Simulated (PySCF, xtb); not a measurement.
C3H3N2, SMILES c1[c][nH]cn1, multiplicity 2.

Harmonic wavenumbers (cm⁻¹) from xtb with GFN2-xTB at its own minimum, in rising order: 530, 609, 647, 766, 798, 828, 863, 1046, 1091, 1135, 1209, 1300, 1346, 1424, 1500, 3172, 3209, 3474.

Task: What does r2SCAN-D4/def2-SVP in PySCF 2.14.0 give at its own minimum? (An estimate is asked for; the answer gives what the named calculation found.)

Result: 508, 589, 687, 775, 817, 856, 931, 1077, 1115, 1187, 1242, 1338, 1420, 1453, 1530, 3246, 3274, 3641. Paired by order, the mean absolute difference is 46 cm⁻¹ and the zero-point energies are 35.7 and 36.7 kcal/mol.
